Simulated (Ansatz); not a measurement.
C2H9NOSi, SMILES `C[SiH2]OCN`, relaxed with RKS PBE-D4/def2-SVP in Ansatz 0.2.0 from a rough embedded geometry. The force threshold is 0.03 eV/Å; the program also tests the step.

Total charge 0; spin multiplicity 1.

Start:

```xyz
14

C     0.672   -1.790    1.144
Si   -0.447   -0.409    1.204
O    -0.819    0.170   -0.313
C    -0.031    1.088   -0.911
N    -0.404    1.288   -2.298
H     0.943   -2.224    2.146
H     0.246   -2.675    0.586
H     1.606   -1.582    0.653
H     0.168    0.685    2.030
H    -1.697   -0.799    1.928
H     0.047    2.043   -0.367
H     1.051    0.691   -0.916
H    -1.369    1.388   -2.260
H     0.034    2.127   -2.628
```

```tsv
step	energy (eV)	largest force (eV/Å)	largest move (Å)
1	-13617.8195	3.161	0.000
2	-13618.1994	1.220	0.078
3	-13618.2901	0.436	0.117
4	-13618.3037	0.326	0.077
5	-13618.3193	0.066	0.142
6 (rejected)	-13618.2754	0.620	0.151
7	-13618.3246	0.074	0.075
8	-13618.3285	0.196	0.095
9	-13618.3348	0.067	0.150
10 (rejected)	-13618.3283	0.526	0.195
11	-13618.3377	0.098	0.098
12	-13618.3404	0.174	0.100
13	-13618.3419	0.143	0.041
14	-13618.3437	0.098	0.071
15	-13618.3446	0.143	0.083
16	-13618.3455	0.142	0.026
17	-13618.3469	0.027	0.031
18	-13618.3476	0.019	0.052
19 (rejected)	-13618.3467	0.142	0.124
20	-13618.3481	0.033	0.061
21	-13618.3483	0.031	0.030
22	-13618.3483	0.013	0.011
```

End:

```xyz
14

C     0.820   -1.738    1.310
Si   -0.568   -0.469    1.200
O    -0.863    0.029   -0.382
C     0.020    0.878   -1.103
N    -0.717    1.571   -2.123
H     0.940   -2.095    2.355
H     0.601   -2.616    0.669
H     1.791   -1.308    0.987
H    -0.216    0.733    2.051
H    -1.862   -1.067    1.671
H     0.547    1.550   -0.367
H     0.810    0.272   -1.608
H    -1.189    2.407   -1.760
H    -0.113    1.851   -2.901
```

It took 25 s on 4 threads of an Intel Xeon Platinum 8488C on a shared host, with 0.18 GiB of host memory at the peak.
